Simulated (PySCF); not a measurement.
Coordinates in bohr (charge 0 multiplicity 3):
```
S     0.0000    0.0000    0.0000
Zn    0.0000    0.0000    4.0947
Zn    0.0000    0.0000   -4.0947
```

Computed with PySCF, UPBE0, basis S def2-SVP, Zn def2-SVP (no relativity, density fitting).

This geometry of Zn2S is a stationary point at this level.

What is the point group?

D∞h.

Is it a minimum?

No: it has 2 imaginary modes (one degenerate set), at 149i cm⁻¹ (πu).

List the harmonic modes with their infrared intensities.


| symmetry | ω (cm⁻¹) | IR (km/mol, summed over degenerate members) |
| --- | --- | --- |
| πu | 149i | – |
| σg+ | 234 | 0.0 |
| σu+ | 498 | 213 |

Give the atomic charges and bond orders.


```csv
atom,Mulliken,Löwdin,polar tensor,spin (Mulliken),Mayer order to S1
S1,-0.68,-0.54,-1.05,0.13,–
"Zn2,3",0.34,0.27,0.52,0.93,0.95
```

In D∞h the vibrations span πu + σg+ + σu+. The σg+ mode carries no infrared intensity, as symmetry demands. With a centre of inversion only u modes can be infrared active and only g modes Raman active.

Other isomers or separated fragments may lie lower. At this level a triplet minimum of C2v symmetry lies 72 kJ/mol below this structure.
